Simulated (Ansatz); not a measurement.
Relaxation of CH₆AlFGe (10 atoms, charge 0, multiplicity 1), to a largest force component of 0.02 eV/Å in at most 50 steps.

Method: RKS BLYP/def2-SVP in Ansatz 0.2.0.

```xyz
10
Properties=species:S:1:pos:R:3:forces:R:3
F -1.681 1.171 1.246 -1.08 -0.44 0.93
C -0.852 1.690 0.282 1.06 0.88 -1.05
Al 0.694 0.483 0.160 1.38 0.37 0.27
Ge 0.487 -1.853 -0.426 -1.27 -0.16 0.56
H -1.351 1.724 -0.721 -0.23 0.27 0.27
H -0.512 2.728 0.566 -0.40 -0.24 -0.16
H 2.218 1.044 0.481 -0.51 -0.09 -0.10
H 1.825 -2.565 -0.442 0.46 -0.48 -0.07
H -0.512 -2.521 0.661 0.55 0.11 -0.60
H -0.232 -1.953 -1.804 0.04 -0.22 -0.06
```

Task: Where does it end, and by what steps?

Result: The forces met the threshold. The force dipped under the threshold on the way, but the program's further checks kept it going. After 18 steps the energy has fallen by 0.270 eV; F1 moved furthest, 1.03 Å.

| step | energy less start (eV) | largest force component (eV/Å) | accepted |
| --- | --- | --- | --- |
| 0 | 0.0000 | 1.378 | yes |
| 1 | -0.1910 | 0.699 | yes |
| 2 | -0.2240 | 0.375 | yes |
| 3 | -0.2343 | 0.131 | yes |
| 4 | -0.2388 | 0.114 | yes |
| 5 | -0.2425 | 0.143 | yes |
| 6 | -0.2460 | 0.262 | yes |
| 7 | -0.2512 | 0.227 | yes |
| 8 | -0.2541 | 0.315 | yes |
| 9 | -0.2579 | 0.256 | yes |
| 10 | -0.2573 | 0.321 | no |
| 11 | -0.2662 | 0.127 | yes |
| 12 | -0.2674 | 0.137 | yes |
| 13 | -0.2686 | 0.049 | yes |
| 14 | -0.2643 | 0.172 | no |
| 15 | -0.2692 | 0.010 | yes |
| 16 | -0.2697 | 0.049 | yes |
| 17 | -0.2700 | 0.019 | yes |
| 18 | -0.2701 | 0.010 | yes |

```xyz
10
Properties=species:S:1:pos:R:3
F -2.001 0.945 0.296
C -0.817 1.719 0.293
Al 0.795 0.560 0.025
Ge 0.458 -1.897 -0.286
H -0.902 2.499 -0.504
H -0.760 2.291 1.252
H 2.232 1.267 0.011
H 1.785 -2.701 -0.436
H -0.316 -2.531 0.911
H -0.391 -2.203 -1.559
```

Run time: 40 s on 2 threads of Arm Neoverse V1 (shared host), peak memory 0.15 GiB.
